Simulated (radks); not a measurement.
Results of a calculation; reference values are marked as such.
Ta3+, 70 electrons, occupied as [Kr] 4d10 4f14 5p6 5d2 6s2 (not the ground configuration). Level of theory: Dirac Kohn-Sham, LDA (Slater exchange, VWN5 correlation), spin-unpolarised, spherical densities, finite nucleus; open shells fill j = l - 1/2 first; Fermi nuclear charge, rms radius 5.3507 fm (a radial shooting solver on a logarithmic mesh with Libxc functionals). Some entries of the table are withheld. Estimate them.

| orbital | occ. | eigenvalue (hartree) | <1/r> (bohr^-1) | r(max) (bohr) |
|---|---|---|---|---|
| 1s1/2 | 2 | -2471.135 | 85.33 | 0.01169 |
| 2s1/2 | 2 | -425.7180 | 20.73 | 0.06710 |
| 2p1/2 | 2 | -407.1625 | 20.71 | (1) |
| 2p3/2 | 4 | -360.5337 | 17.49 | (2) |
| 3s1/2 | 2 | -98.74124 | 7.604 | 0.1891 |
| 3p1/2 | 2 | -90.45322 | 7.525 | 0.1771 |
| 3p3/2 | 4 | -80.41696 | 6.695 | 0.1910 |
| 3d3/2 | 4 | -66.33606 | (3) | 0.1496 |
| 3d5/2 | 6 | -64.14756 | (4) | 0.1534 |
| 4s1/2 | 2 | -21.39816 | 3.195 | 0.4295 |
| 4p1/2 | 2 | -17.97823 | 3.086 | 0.4294 |
| 4p3/2 | 4 | -15.66056 | 2.795 | 0.4590 |
| 4d3/2 | 4 | -10.01960 | 2.580 | 0.4564 |
| 4d5/2 | 6 | -9.59349 | 2.510 | 0.4658 |
| 5s1/2 | 0 | -4.19528 | (5) | 0.9789 |
| 5p1/2 | 2 | -3.16004 | 1.139 | 1.046 |
| 5p3/2 | 4 | -2.79745 | 1.042 | 1.124 |
| 4f5/2 | 6 | -2.55839 | 2.042 | (6) |
| 4f7/2 | 8 | -2.48400 | 2.013 | (7) |
| 5d3/2 | 2 | -1.39787 | 0.7839 | 1.385 |
| 5d5/2 | 0 | -1.35777 | 0.7643 | 1.418 |
| 6s1/2 | 2 | -1.16187 | 0.5151 | 2.311 |
| 6p1/2 | 0 | (8) | 0.4503 | 2.623 |
| 6p3/2 | 0 | (9) | 0.4233 | 2.796 |

Answer. 
(1) 2p1/2 r(max) (bohr): 0.04993
(2) 2p3/2 r(max) (bohr): 0.05667
(3) 3d3/2 <1/r> (bohr^-1): 6.590
(4) 3d5/2 <1/r> (bohr^-1): 6.393
(5) 5s1/2 <1/r> (bohr^-1): 1.256
(6) 4f5/2 r(max) (bohr): 0.4376
(7) 4f7/2 r(max) (bohr): 0.4427
(8) 6p1/2 eigenvalue (hartree): -0.90368
(9) 6p3/2 eigenvalue (hartree): -0.84137
